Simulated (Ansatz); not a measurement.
Ansatz (a first-principles code) input for SiHClBr2, SMILES Br[SiH](Cl)Br, CAM-B3LYP/def2-SVPD. The structure is a stationary point at B3LYP-D3(BJ)/def2-SVP.

Ansatz 0.2 input:
```yaml
crystal:
  periodic: [false, false, false]
  atoms:
    - {symbol: Si, position_ang: [0.57523263, 0.42822720, 0.00000000]}
    - {symbol: Cl, position_ang: [-0.21973748, 2.32768194, -0.00000001]}
    - {symbol: Br, position_ang: [-0.09094107, -0.65830401, -1.81782190]}
    - {symbol: Br, position_ang: [-0.09094107, -0.65830401, 1.81782191]}
    - {symbol: H, position_ang: [2.04815529, 0.51550670, 0.00000000]}
basis:
  gaussian:
    orbitals: def2-SVPD
hamiltonian:
  xc: {name: CAM-B3LYP}
```

Program output:

```
WARN ansatz: RAYON_NUM_THREADS=1 ignored (pool sized by the plan → 1); use --threads N
Functional definition: CAM-B3LYP
integrals: 0.12 GiB planned
1340 factors; integrals over basis functions are off by at most 1.0e-3 eV
integrals: 0.22 GiB planned
441 factors; integrals over basis functions are off by at most 2.2e-5 eV
mean field: 1.24 GiB planned
mean field evaluation 1: about -160496.3027 eV, gradient 1.8e1 eV
mean field evaluation 2: about -160496.3460 eV, gradient 1.8e1 eV
mean field evaluation 4: about -160497.2352 eV, gradient 4.1e-1 eV
mean field evaluation 8: about -160497.2447 eV, gradient 2.6e-2 eV
mean field evaluation 16: about -160497.2447 eV, gradient 2.3e-5 eV
mean field -160497.24470275 eV, -5898.1649538863 hartree, gradient 2.3e-5 eV, S^2 0.000000; 0 other end points of the search recorded, 0 dependent functions left out
reference -160497.24483225 eV, -5898.1649586452 hartree; 51, 51 occupied and 90, 90 virtual orbitals, 1340 factors
Total energy: -160497.24483225 eV, -5898.1649586452 hartree
```

Self-consistency was reached.

Cost: around 8 core-seconds (rough).
